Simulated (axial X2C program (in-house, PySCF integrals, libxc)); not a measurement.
## TeH: cheaper levels and CCSD(T), 2c

Calculated with an axial X2C code built on PySCF integrals. Two-component (2c) means X2C with spin–orbit coupling and atomic mean-field two-electron Coulomb and Gaunt terms. Basis: Te dyall-cv3z [11s12p8d4f1g], H dyall-v3z [6s2p1d] (cores contracted in-house); Gaussian nuclei, density fitting, unrestricted open shells. Masses: Te 129.906 u, H 1.008 u.

State: Ω = 3/2 (⟨Sz⟩ = 0.50, ⟨Lz⟩ = 1.00 at HF); fragments Te + H.

```tsv
level	Re (Å)	ωe (cm⁻¹)	De (eV)
PBE0	1.663	2129.6	2.86
HF	1.650	2233.8	n/a
MP2	1.642	2206.2	2.69
CCSD	1.653	2147.5	2.82
BP86	1.678	2039.4	3.07
```

Correlated methods: 17 electrons correlated (number of frozen shells: Te 4 s, 3 p, 1 d; H none), 179 virtual spin orbitals or spinors in MP2, 110 natural virtuals in coupled cluster.

CCSD(T), same Hamiltonian and basis:

Re = 1.656 Å, ωe = 2121.0 cm⁻¹, De = 2.86 eV; T1 = 0.009 (Lee–Taylor normalisation).

Give the differences from CCSD(T) in the columns below.



```
level  ΔRe (Å)  Δωe (cm⁻¹)  ΔDe (eV)
 PBE0    0.007           9      0.00
   HF   -0.006         113       n/a
  MP2   -0.014          85     -0.17
 CCSD   -0.003          26     -0.04
 BP86    0.022         -82      0.21
```

One determinant describes the state; a PBE0 search over occupations chose it and may have missed a lower one. De is counted from the lowest determinant-based energies of the atoms at the same level, without counterpoise correction. De is not given where an atomic determinant may have missed its ground term or J level, or where the truncated virtual space spoils (T). Density functionals use the spin component along the axis (collinear). Coupled cluster ran in a truncated set of natural virtual spinors; the MP2 energy of the rest was added. (T) has no such correction and the atoms are truncated less, which lowers De at CCSD(T) by a hundredth of an eV or more. Without a current term, density functionals place determinants with orbital angular momentum somewhat too high.
